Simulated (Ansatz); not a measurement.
Total energies of Hf₂Se₄ (the lowest singlet isomer of a short search) from Ansatz at PBE-D4/def2-TZVP, gas phase (1 Eh = 27.2114 eV = 2625.5 kJ/mol). The reference geometry is relaxed at PBE-D4/def2-SVP.

```xyz
6

Hf    1.146    0.232   -1.262
Hf   -1.142   -0.232    1.259
Se   -0.591   -1.498    3.175
Se    0.629    1.567    0.856
Se   -0.620   -1.570   -0.855
Se    0.579    1.501   -3.172
```

```csv
state,geometry,energy (Eh)
charge 0 singlet,reference,-9701.15865
charge 1 doublet,reference,-9700.87704
charge 1 doublet,relaxed at PBE-D4/def2-SVP,-9700.89137
charge 0 triplet,relaxed at PBE-D4/def2-SVP,-9701.14380
charge 0 quintet,relaxed at PBE-D4/def2-SVP,-9701.05720
free Hf atom (triplet),–,-47.87200
free Se atom (triplet),–,-2401.12489
```

In the def2 sets Hf takes a core potential; there is no spin–orbit coupling.

(1) Work out the vertical ionisation energy to the doublet.

(2) How much does the charge 1 doublet relax, and what is the adiabatic ionisation energy?

(3) Which of the charge 0 states is lowest, and how far above it are the others?

(4) What is the binding energy per atom against free atoms?

(1) E(charge 1 doublet) − E(charge 0 singlet) = -9700.87704 − (-9701.15865) = 0.28161 Eh = 7.66 eV. For comparison, −ε of the highest occupied level is 5.59 eV at this level, 2.07 eV less.

(2) Relaxation: -9700.87704 − (-9700.89137) = 0.01433 Eh = 0.39 eV. Adiabatic ionisation energy: 0.26728 Eh = 7.27 eV, without zero-point energy. Bonds change on the way (0 lost, 1 formed), so the relaxed form is another species. 

(3) The singlet. triplet: -9701.14380 − (-9701.15865) = 0.01485 Eh = 39.0 kJ/mol; quintet: -9701.05720 − (-9701.15865) = 0.10145 Eh = 266.4 kJ/mol. The triplet differs in its bonds from the reference.

(4) Atoms: 2 × (-47.87200) + 4 × (-2401.12489) = -9700.24356 Eh. Binding: -9700.24356 − (-9701.15865) = 0.91509 Eh = 24.90 eV, or 4.15 eV for each of 6 atoms (no zero-point energy, no counterpoise term).

At PBE-D4/def2-TZVP the gap within one spin of the charge 0 triplet nearly closes, so an electron or hole may be smeared out by delocalisation error. 

The structure comes from a short search, and lower isomers may exist.
